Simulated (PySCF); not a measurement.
**Field gradients at the hydrogen positions**

C8H11FS.
Numbering: `[CH3:1][CH2:2][CH2:3][c:4]1[c:5]([CH3:6])[cH:7][s:8][c:9]1[F:10]` (hydrogens: H11, H12, H13 on C1; H14, H15 on C2; H16, H17 on C3; H18, H19, H20 on C6; H21 on C7)

Structure used (GFN2-xTB), in Å, numbered top down from 1:
```xyz
21
C8H11FS angstrom
C      2.859   -0.885    0.378
C      1.553   -0.142    0.622
C      0.761    0.046   -0.678
C     -0.521    0.773   -0.427
C     -1.770    0.165   -0.087
C     -1.970   -1.311    0.004
C     -2.750    1.079    0.127
S     -2.222    2.709   -0.067
C     -0.639    2.126   -0.445
F      0.336    2.996   -0.730
H      3.483   -0.335   -0.322
H      2.667   -1.873   -0.035
H      3.409   -1.003    1.309
H      0.944   -0.694    1.342
H      1.765    0.839    1.052
H      1.368    0.618   -1.383
H      0.549   -0.929   -1.121
H     -1.291   -1.746    0.735
H     -1.774   -1.778   -0.961
H     -2.992   -1.535    0.297
H     -3.773    0.897    0.391
```

Level: PBE0/pcSseg-1 (PySCF, non-relativistic); Q(2H) = 0.00286 b; rigid geometry, the same for H and D, with no vibrational averaging.

Task: Rank these positions by the coupling χzz of a deuteron there, largest first.
A. H20 (methyl hydrogen)
B. H21 (aromatic hydrogen)
C. H17 (methylene hydrogen)

Result: B (234 kHz), A (212 kHz), C (205 kHz).

Task: Give the electric field gradient Vzz (the principal value of largest size), its asymmetry and the 2H coupling at each hydrogen.

Result: 
```tsv
atom	bonded to	bond length (Å)	Vzz (au)	η	χzz (kHz)
H11	C1	1.088	0.3147	0.02	212
H12	C1	1.088	0.3147	0.02	211
H13	C1	1.087	0.3166	0.01	213
H14	C2	1.092	0.3042	0.03	204
H15	C2	1.092	0.3024	0.03	203
H16	C3	1.092	0.3011	0.02	202
H17	C3	1.091	0.3046	0.03	205
H18	C6	1.089	0.3123	0.02	210
H19	C6	1.090	0.3106	0.02	209
H20	C6	1.087	0.3158	0.03	212
H21	C7	1.072	0.3476	0.11	234
```

Task: How does χzz go with the bond length over the 11 C–H bonds?

Result: A straight-line fit has a slope of -14.9 kHz for each 0.01 Å, with a correlation coefficient of -0.99, over lengths from 1.072 to 1.092 Å. The longer bonds have the smaller couplings here.

Task: A static deuteron (I = 1) shows a doublet split by (3/2)χ, (3/4)χ(1 + η) and (3/4)χ(1 − η) with the field along z, y and x of the gradient. What are these for H18?

Result: With |χ| = 209.9 kHz and η = 0.021: 315, 161 and 154 kHz, to first order and without motion.

One conformer (not necessarily the lowest) at the GFN2-xTB geometry, without solvent, vibrations or thermal averaging. GFN2-xTB bond lengths can be off by several hundredths of an ångström, more for odd bonds, and the gradients follow them. These gradients aren't converged with respect to the basis.
